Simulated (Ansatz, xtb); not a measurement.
# CH2OZn: which of two structures lies lower

Structure X: `O=[CH][ZnH]`, a singlet. Structure Y: a singlet given by its coordinates. Both are isolated molecules in the gas phase, relaxed with r2SCAN-D4/def2-SVP.

X (Å):

```yaml
atoms:
  - { symbol: C, position_ang: [-1.9069, 1.0975, -0.6158] }
  - { symbol: O, position_ang: [-2.8908, 1.5348, -1.1770] }
  - { symbol: Zn, position_ang: [-1.9380, -0.7481, 0.1586] }
  - { symbol: H, position_ang: [-0.9902, 1.7684, -0.5528] }
  - { symbol: H, position_ang: [-2.0562, -2.1769, 0.7223] }
```

Y (Å):

```xyz
5

C     0.2300   -0.5002   -0.4697
O     0.2865    0.8299   -0.3443
Zn    0.6533   -1.7328    1.2148
H     1.2218    1.0872   -0.2986
H    -0.8725   -0.7069   -0.5493
```

Close contacts (Å): C1–O2 1.34, C1–Zn3 2.13, C1–H5 1.12, O2–H4 0.97.

**Question.** Estimate E(Y) − E(X) at the level CCSD(T)/def2-TZVPP.

**Answer.** Calculated at CCSD(T)/def2-TZVPP: E(Y) − E(X) = +34.1 kcal/mol, so structure X lies lower.

Level by level:

| level | geometry | E(Y) − E(X) (kcal/mol) | departure from the last row (kcal/mol) | job, with rough time for the two |
| --- | --- | --- | --- | --- |
| GFN2-xTB | GFN2-xTB | +14.9 | −19.2 | optimisation, 0.088 s |
| HF/STO-3G | GFN2-xTB | +23.9 | −10.1 | single point, 2 s |
| r2SCAN-D4/def2-SVP//GFN2-xTB | GFN2-xTB | +32.9 | −1.1 | single point, 3.4 s |
| r2SCAN-D4/def2-SVP | r2SCAN-D4/def2-SVP | +37.0 | +3.0 | optimisation, 46 s |
| HF/def2-TZVPP | r2SCAN-D4/def2-SVP | +39.7 | +5.7 | part of the CCSD(T) run |
| MP2/def2-TZVPP | r2SCAN-D4/def2-SVP | +39.8 | +5.8 | part of the CCSD(T) run |
| CCSD(T)/def2-TZVPP | r2SCAN-D4/def2-SVP | +34.1 |  | single point, 3.7 min |

None of the levels shown reverses the order. The largest departure from CCSD(T)/def2-TZVPP is that of GFN2-xTB, 19.2 kcal/mol.

With harmonic frequencies from r2SCAN-D4/def2-SVP (ideal gas, rigid rotor, one conformer each, 298.15 K, 1 atm): on the last row, ΔE + ΔZPE = +37.6, ΔH = +37.4, ΔG = +37.5 kcal/mol.

The T1 diagnostic of structure Y is large, so the coupled-cluster value is less sure. The correlated steps freeze 7 core orbitals; the last core shell of Zn is correlated, in a basis made for valence electrons. Mirror images aren't counted in ΔG. Run with Ansatz 0.2.0, xtb 6.7.1; the last row on 1 thread of Arm Neoverse V2 on a shared host.
